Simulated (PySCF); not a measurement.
A structure optimised at PBE-D3(BJ)/def2-SVP, used in a PySCF frequency run:

```xyz
12

C      2.3183     0.4944    -0.1674
C      1.0381    -0.2791     0.0538
C      0.2366    -0.8398    -1.1083
C     -0.2919     0.3235    -0.3131
Cl    -1.6950     0.1022     0.7537
H      2.5349     1.1702     0.6855
H      2.2594     1.1163    -1.0841
H      3.1838    -0.1899    -0.2860
H      1.0138    -0.8992     0.9661
H      0.5797    -0.6388    -2.1366
H     -0.2591    -1.8123    -0.9687
H     -0.3043     1.3214    -0.7797
```

Question: Write its SMILES and formula.

Answer: C[C@@H]1C[C@H]1Cl, C₄H₇Cl

Question: What are its rotational constants (standard atomic weights)?

Answer: 9.6602, 2.1848, 1.9564 GHz
